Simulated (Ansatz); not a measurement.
Correlation energies of `Cl[CH2][AlH][Cl]` by basis set

Z-matrix (Å, degrees):
```
C
Al 1 1.946
Cl 1 1.854 2 80.7
H 1 1.087 2 122.4 3 103.3
H 1 1.087 2 121.2 3 -103.3
Cl 2 2.100 1 117.0 3 95.3
H 2 1.570 1 122.4 3 -88.0
```

Charge 0, multiplicity 1. The geometry is a stationary point of PBE0-D4/def2-TZVP. It is one conformer, not always the lowest. Frozen core, restricted reference, Ansatz 0.2.0. CBS rows extrapolate triple and quadruple zeta; past MP2 they add the triple-zeta difference.

| basis | HF (Eh) | MP2 corr. |
| --- | --- | --- |
| def2-SVP | -1200.20692 | -0.46676 |
| def2-TZVPP | -1200.65288 | -0.62753 |
| def2-QZVPP | -1200.68728 | -0.68436 |

Q: Estimate the CCSD correlation energy and the (T) correction in each basis where they were run (hartree).

A: 
| basis | CCSD corr. | (T) |
| --- | --- | --- |
| def2-SVP | -0.51312 | -0.01266 |
| def2-TZVPP | -0.67798 | -0.02868 |
| CBS(def2) | -0.77690 | as TZ |
